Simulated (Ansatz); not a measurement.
Task: Predict a relaxed structure of Cr2F6, charge 0, singlet, at B3LYP-D4/def2-SVP (Ansatz).

Result: 
```xyz
8

Cr    0.1984    0.3489    0.8340
Cr   -0.1984   -0.3490   -0.8340
F    -0.7956   -0.5982    1.8406
F     1.8715    0.0506    0.9348
F     0.2343   -1.9825   -0.6273
F    -1.8653   -0.0220   -0.9479
F     0.8191    0.5767   -1.8372
F    -0.2641    1.9755    0.6371
```
Point group D3d (tolerance 0.1 Å). This is one stationary point.

The restricted singlet is unstable towards broken spin symmetry in Hartree–Fock (as tested in another run); at B3LYP-D4/def2-SVP this wasn't settled. The structure comes from a short search, and lower isomers may exist.
